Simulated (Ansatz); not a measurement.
`O[SiH2]C[SiH2]S`, relaxed with RKS PBE0-D4/def2-TZVP in Ansatz 0.2.0 from a PBE-D4/def2-SVP geometry. The force threshold is 0.005 eV/Å; the program also tests the step.

The species carries charge 0 and has multiplicity 1.

Start:

```xyz
13

O    -1.786    1.050   -2.253
Si   -1.066    1.126   -0.731
C    -0.025   -0.403   -0.337
Si    0.694   -0.465    1.409
S     1.683   -2.343    1.852
H    -1.177    1.109   -3.009
H    -0.188    2.349   -0.600
H    -2.212    1.216    0.231
H     0.817   -0.473   -1.060
H    -0.655   -1.308   -0.482
H     1.641    0.689    1.607
H    -0.399   -0.393    2.438
H     2.675   -2.155    0.936
```

```json
{"step": "1", "energy (eV)": "-29795.8670", "largest force (eV/Å)": "0.939", "largest move (Å)": "0.000"}
{"step": "2", "energy (eV)": "-29795.9227", "largest force (eV/Å)": "0.476", "largest move (Å)": "0.041"}
{"step": "3", "energy (eV)": "-29795.9312", "largest force (eV/Å)": "0.123", "largest move (Å)": "0.033"}
{"step": "4", "energy (eV)": "-29795.9333", "largest force (eV/Å)": "0.124", "largest move (Å)": "0.024"}
{"step": "5", "energy (eV)": "-29795.9335", "largest force (eV/Å)": "0.072", "largest move (Å)": "0.042"}
{"step": "6", "energy (eV)": "-29795.9347", "largest force (eV/Å)": "0.015", "largest move (Å)": "0.026"}
{"step": "7", "energy (eV)": "-29795.9347", "largest force (eV/Å)": "0.002", "largest move (Å)": "0.002"}
```

End:

```xyz
13

O    -1.742    1.041   -2.217
Si   -1.054    1.106   -0.720
C    -0.030   -0.407   -0.333
Si    0.681   -0.459    1.392
S     1.676   -2.303    1.837
H    -1.168    1.112   -2.980
H    -0.187    2.312   -0.594
H    -2.192    1.205    0.225
H     0.801   -0.469   -1.046
H    -0.649   -1.298   -0.476
H     1.616    0.681    1.580
H    -0.394   -0.387    2.413
H     2.642   -2.134    0.919
```

Hardware: 4 threads of an Arm Neoverse V1 on a shared host. Wall time 35 s, peak host memory 0.66 GiB.
